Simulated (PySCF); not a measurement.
Compound: C6H10NO (doublet state).
Numbering: `[CH3:1][CH:2]1[CH2:3][C:4]([C:5]([NH2:6])=[O:7])[CH2:8]1` (hydrogens: H9, H10, H11 on C1; H12 on C2; H13, H14 on C3; H15, H16 on N6; H17, H18 on C8)

Geometry (GFN2-xTB, Å), atoms numbered from 1 in this order:
```
atom  x, y, z in Å
C1    -2.4414    0.3877   -0.1262
C2    -1.2575   -0.5551   -0.0190
C3    -0.4261   -0.7234   -1.3102
C4     0.7497   -0.1822   -0.5828
C5     2.1008    0.0218   -0.9869
N6     2.9375    0.5141   -0.0066
O7     2.5245   -0.2442   -2.1085
C8    -0.0079    0.0266    0.6830
H9    -2.1354    1.3365   -0.5621
H10   -3.2155   -0.0471   -0.7547
H11   -2.8657    0.5811    0.8571
H12   -1.5762   -1.5072    0.4084
H13   -0.3040   -1.7437   -1.6785
H14   -0.7570   -0.1142   -2.1543
H15    2.5597    0.9344    0.8232
H16    3.8605    0.7929   -0.2935
H17    0.3576   -0.5417    1.5420
H18   -0.1124    1.0701    0.9931
```

The hyperfine couplings belong to this conformer and change with its torsions.

Method: UKS B3LYP, pcH-1 on C H N O, non-relativistic, mean-field spin-orbit, GIAO in PySCF. One conformer (not necessarily the lowest) at the GFN2-xTB geometry, without solvent, vibrations or thermal averaging. Couplings are sensitive to structure, and on GFN2-xTB geometries they can be far from those on DFT ones. The frame is twisted about the C5–N6 bond at this geometry (dihedral O7–C5–N6–H16 = 10°); couplings at other torsion angles weren't computed. No stability test was run, so a lower SCF solution isn't excluded.

(1) Predict the first-order ENDOR lines of N6, H14, H18, H13, H17, H16, H12 and H15 under fast tumbling at B = 339.4 mT (X band).

(2) Which pairs are centred on the nuclear Larmor frequency, and which on half the coupling?

(3) At what field would the lower line of H14 fall to zero frequency?

Results:

(1) ν± = |νn ± a/2|, one line for each electron-spin manifold; νn = |g_N| × 7.62259 MHz/T × B.

```tsv
nuclei	isotope	g_N	νn (MHz)	a_iso (MHz)	lower line (MHz)	upper line (MHz)
N6	14N	0.4038	1.04	0.63	0.73	1.36
H14	1H	5.5857	14.45	104.96	38.03	66.93
H18	1H	5.5857	14.45	100.11	35.60	64.50
H13	1H	5.5857	14.45	99.57	35.34	64.24
H17	1H	5.5857	14.45	95.37	33.23	62.14
H16	1H	5.5857	14.45	-4.22	12.34	16.56
H12	1H	5.5857	14.45	-3.04	12.93	15.97
H15	1H	5.5857	14.45	-2.79	13.06	15.84
```

(2) Centred on νn, since |a| < 2νn: N6, H16, H12 and H15. Centred on |a|/2 and split by 2νn: H14, H18, H13 and H17.

(3) Where νn = |a|/2, that is B = 52.48 MHz/(5.5857 × 7.62259 MHz/T) = 1230 mT, as far as first order holds there.

C3 and C8, with what hangs on them, aren't averaged: C4 is flat or nearly so (angle sum 360°), and its turn about the short C4–C5 bond (1.42 Å) is taken as slow. H15 and H16 aren't averaged: N6 is flat or nearly so (angle sum 355°), and its turn about the short N6–C5 bond (1.38 Å) is taken as slow.

The largest Mulliken spin populations are on C4 (+0.85), O7 (+0.16), C3 (-0.08) and C8 (-0.08). The angles at C4 add up to 360.0°, so it is planar.

Hardware: Arm Neoverse V2, one thread, shared host with 96 logical CPUs at a one-minute load of 50. Cost: 91 s wall (with the writing of density and orbital grids), 0.97 GiB resident at most.
